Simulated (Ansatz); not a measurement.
`[NH2][GeH2][SiH](N)O` + H₂O → `N[SiH](O)O` + `[NH2][GeH3]`  (formal hydrolysis of the Si–Ge bond)

Program: Ansatz. Geometries: PBE0-D4/def2-TZVP. ΔE: electronic, gas phase. CCSD(T)/CBS adds triple-zeta CCSD(T) − MP2 to the extrapolated MP2 energy (def2 sets, frozen cores). This one scheme is used for every species. Functionals use def2-TZVPP. For Ge outer-core shells are correlated without core-valence functions, which leaves a few kJ/mol of doubt a bond. Scalar relativity is left out up to krypton. Each species was taken in one conformer, which may not be the lowest.

```
             level  ΔE (kJ/mol)
            PBE-D4        -91.1
           PBE0-D4        -98.3
              PBE0       -103.4
CCSD(T)/def2-TZVPP       -112.2
```

**Question.** What does CCSD(T)/CBS give? (Estimate.)

**Answer.** The calculation gave: -108.0 kJ/mol. The listed levels differ from it by 16.9, 9.7, 4.6, -4.2 kJ/mol.

Largest T1 diagnostic among the species: 0.011.

The D4 term adds +8.4 kJ/mol with B3LYP and +5.1 kJ/mol with PBE0; it sums over pairs of atoms, weighted by their polarisabilities, and B3LYP, whose exchange is more repulsive, gets the larger term. In def2-TZVPP, CCSD(T) changes the Hartree–Fock value by +26.6 kJ/mol (the triples alone add +3.2 kJ/mol) and MP2 by +24.6 kJ/mol. From PBE to PBE0 (25 % exact exchange), in def2-TZVPP and without D4, ΔE moves by −6.9 kJ/mol.

B3LYP here is the variant with VWN-RPA as its local correlation; programs differ in this.
